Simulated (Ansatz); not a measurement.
CH$_{5}$NOSn (`N[C](=O)[SnH3]`), relaxed with RKS PBE0-D4/def2-TZVP in Ansatz 0.2.0 from a PBE-D4/def2-SVP geometry. The force threshold is 0.005 eV/Å; the program also tests the step.

Charge 0, multiplicity 1. Sn takes the def2 core potential.

Start:

```xyz
9

N    -0.869    0.352   -1.411
C    -0.866    0.384   -0.047
O    -1.784    0.813    0.633
Sn    0.974   -0.411    0.951
H    -0.082   -0.017   -1.941
H    -1.687    0.707   -1.918
H     2.167   -1.030   -0.156
H     0.481   -1.672    2.020
H     1.668    0.875    1.869
```

Q: How much energy does the relaxation release, and in how many steps? (Best estimate.)

A: Computed: 4.64 kJ/mol, in 11 steps, 1 of them rejected.

Q: Which bonds change most? (Estimate.)

A: The calculation gave: C2–Sn4 from 2.240 to 2.201 Å; Sn4–H7 from 1.740 to 1.715 Å; Sn4–H9 from 1.726 to 1.702 Å; Sn4–H8 from 1.725 to 1.701 Å.

Q: Give the relaxed structure. (An estimate is asked.)

A: Computed: 
```xyz
9

N    -0.851    0.334   -1.394
C    -0.838    0.383   -0.042
O    -1.752    0.829    0.613
Sn    0.957   -0.400    0.962
H    -0.081   -0.041   -1.916
H    -1.658    0.684   -1.889
H     2.094   -0.976   -0.187
H     0.480   -1.674    1.983
H     1.650    0.862    1.870
```
